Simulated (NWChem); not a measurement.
Correlation energy of disilylmethane (CH₈Si₂)

```
C
H 1 1.1039
H 1 1.1039 2 106.67
Si 1 1.8832 2 108.51 3 -116.73
H 4 1.4954 1 110.42 2 177.87
H 4 1.4954 5 108.34 1 -121.04
H 4 1.4957 5 108.39 6 -117.42
Si 1 1.8832 2 108.51 3 116.73
H 8 1.4954 1 110.42 2 -177.87
H 8 1.4954 9 108.34 1 121.04
H 8 1.4957 9 108.39 10 117.42
```
Charge 0, spin multiplicity 1.

Everything below was run with NWChem. All single points use one geometry, from PBE0/def2-SVP, a minimum by its harmonic frequencies.

Basis set: 3-21G. Each correlation energy counts from its own Hartree-Fock reference.

| method | correlation energy (mHa) | difference from CCSD(T) |
|---|---|---|
| MP2 | -206.2 | +53.0 |
| SCS-MP2 | -219.7 | +39.5 |
| CR-CCSD[T] | -258.3 | +0.9 |
| CR-CCSD(T) | -258.2 | +1.0 |
| CCSD | -254.0 | +5.2 |
| CCSD+T(CCSD) | -259.4 | -0.2 |
| CCSD(T) | -259.2 | 0.0 |

The values span 53.2 mHa, from CCSD+T(CCSD) (lowest) to MP2 (highest). 

The correlated methods keep 11 core orbitals frozen. Coupled-cluster values serve here as a point of comparison, not as the truth.
